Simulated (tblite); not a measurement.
Species: C₆H₁₃N₃Si.
Numbering: `[CH3:1][CH:2]([CH3:3])[CH2:4][n:5]1[n:6][n:7][cH:8][c:9]1[SiH3:10]` (hydrogens: H11, H12, H13 on C1; H14 on C2; H15, H16, H17 on C3; H18, H19 on C4; H20 on C8; H21, H22, H23 on Si10)

Computed with GFN2-xTB (tblite), gas phase: L-BFGS steps from a force-field or distance-geometry start until the largest atomic force falls under 0.01 eV/Å.

Step 14: E = -815.4109 eV
```
atom  x, y, z in Å  |  force x, y, z in eV/Å
C1     -2.2521   -1.3838    0.6509   -0.025  -0.019   0.029
C2     -1.2587   -0.4964   -0.0909   -0.002  -0.021  -0.011
C3     -1.9924    0.4303   -1.0528   -0.004   0.033  -0.012
C4     -0.4397    0.3031    0.9317   -0.014  -0.010   0.041
N5      0.6549    1.0214    0.3494   -0.053   0.006   0.022
N6      0.5221    2.3026    0.0408   -0.017   0.015   0.026
N7      1.6321    2.7352   -0.4318   -0.004  -0.024  -0.039
C8      2.5139    1.7272   -0.4410    0.047  -0.004  -0.002
C9      1.9094    0.5859    0.0642   -0.037   0.016   0.014
Si10    2.6038   -1.1268    0.3326   -0.011   0.022  -0.007
H11    -2.8348   -1.9696   -0.0548    0.001  -0.013   0.000
H12    -1.7404   -2.0656    1.3253    0.023  -0.034  -0.001
H13    -2.9362   -0.7749    1.2363   -0.030   0.021   0.010
H14    -0.5726   -1.1322   -0.6584    0.042  -0.032  -0.035
H15    -2.6458    1.1024   -0.5022   -0.022   0.007   0.007
H16    -1.2956    1.0349   -1.6265    0.030   0.011   0.002
H17    -2.5992   -0.1512   -1.7430    0.028   0.021  -0.026
H18    -0.0491   -0.3752    1.6940    0.043  -0.013   0.027
H19    -1.0820    1.0473    1.4091   -0.023   0.013   0.004
H20     3.5180    1.8560   -0.7836    0.054   0.021  -0.049
H21     4.0391   -1.0502    0.0769   -0.010  -0.016   0.002
H22     1.9544   -2.0600   -0.5942    0.001   0.002   0.032
H23     2.3462   -1.5335    1.7196   -0.017  -0.001  -0.033
```

Step 15: E = -815.4119 eV
```
atom  x, y, z in Å  |  force x, y, z in eV/Å
C1     -2.2502   -1.3842    0.6503   -0.041  -0.029   0.040
C2     -1.2562   -0.4974   -0.0924   -0.025  -0.042   0.015
C3     -1.9893    0.4310   -1.0530   -0.001   0.030  -0.001
C4     -0.4398    0.3017    0.9326   -0.008   0.004   0.041
N5      0.6532    1.0220    0.3496   -0.049  -0.011   0.035
N6      0.5207    2.3028    0.0396   -0.023   0.006   0.024
N7      1.6304    2.7333   -0.4346    0.018   0.007  -0.043
C8      2.5128    1.7256   -0.4426    0.047   0.012  -0.010
C9      1.9071    0.5857    0.0641   -0.022   0.014   0.010
Si10    2.6002   -1.1269    0.3322    0.000   0.032   0.000
H11    -2.8355   -1.9712   -0.0536    0.019   0.005   0.012
H12    -1.7388   -2.0663    1.3263    0.008  -0.009  -0.024
H13    -2.9329   -0.7720    1.2353   -0.018  -0.002   0.001
H14    -0.5709   -1.1336   -0.6597    0.053  -0.032  -0.036
H15    -2.6430    1.0999   -0.4989   -0.029   0.015  -0.003
H16    -1.2916    1.0386   -1.6226    0.026   0.011   0.000
H17    -2.5953   -0.1472   -1.7468    0.034   0.019  -0.018
H18    -0.0486   -0.3737    1.6977    0.041  -0.018   0.001
H19    -1.0839    1.0441    1.4105   -0.025   0.019  -0.006
H20     3.5177    1.8567   -0.7853    0.019   0.006  -0.039
H21     4.0348   -1.0463    0.0766    0.001  -0.022   0.000
H22     1.9522   -2.0618   -0.5916   -0.008  -0.011   0.012
H23     2.3422   -1.5337    1.7180   -0.018  -0.006  -0.012
```

**Question.** Estimate the geometry and energy of step 16. (The exact step hangs on the optimiser's Hessian estimate; all steps are aligned on step 15, rigid shifts and turns removed.)

**Answer.** E = -815.4127 eV, largest force 0.060 eV/Å
```
atom  x, y, z in Å  |  force x, y, z in eV/Å
C1     -2.2493   -1.3850    0.6504   -0.035  -0.025   0.031
C2     -1.2545   -0.4991   -0.0934   -0.029  -0.043   0.030
C3     -1.9867    0.4321   -1.0531    0.008   0.016   0.013
C4     -0.4402    0.3004    0.9341   -0.002   0.010   0.027
N5      0.6512    1.0227    0.3503   -0.022  -0.012   0.036
N6      0.5195    2.3032    0.0390   -0.014   0.000   0.010
N7      1.6290    2.7317   -0.4375    0.024   0.028  -0.032
C8      2.5125    1.7245   -0.4441    0.021   0.020  -0.014
C9      1.9048    0.5859    0.0642   -0.001   0.013   0.006
Si10    2.5972   -1.1264    0.3317    0.006   0.031   0.004
H11    -2.8358   -1.9724   -0.0525    0.024   0.013   0.018
H12    -1.7373   -2.0673    1.3267   -0.007   0.007  -0.033
H13    -2.9308   -0.7696    1.2346   -0.008  -0.023  -0.004
H14    -0.5686   -1.1353   -0.6614    0.039  -0.017  -0.019
H15    -2.6413    1.0981   -0.4962   -0.027   0.016  -0.014
H16    -1.2879    1.0418   -1.6194    0.019   0.009   0.005
H17    -2.5915   -0.1436   -1.7503    0.036   0.019  -0.010
H18    -0.0473   -0.3729    1.7008    0.031  -0.016  -0.018
H19    -1.0860    1.0419    1.4116   -0.023   0.014  -0.012
H20     3.5180    1.8573   -0.7875   -0.019  -0.009  -0.026
H21     4.0313   -1.0436    0.0764    0.009  -0.025  -0.001
H22     1.9502   -2.0635   -0.5892   -0.014  -0.017  -0.002
H23     2.3386   -1.5339    1.7163   -0.018  -0.008   0.004
```

The energy changes by -0.0008 eV. The first-order estimate −F·Δx gives -0.0011 eV and the mean of the old and new forces, exact on a quadratic surface, -0.0008 eV. The step makes an angle of 69° with the force vector and moves no atom by more than 0.006 Å.

The cost below is that of the whole relaxation. The run took 0.68 s on an AMD EPYC 7B13 with one thread, no GPU, shared host.
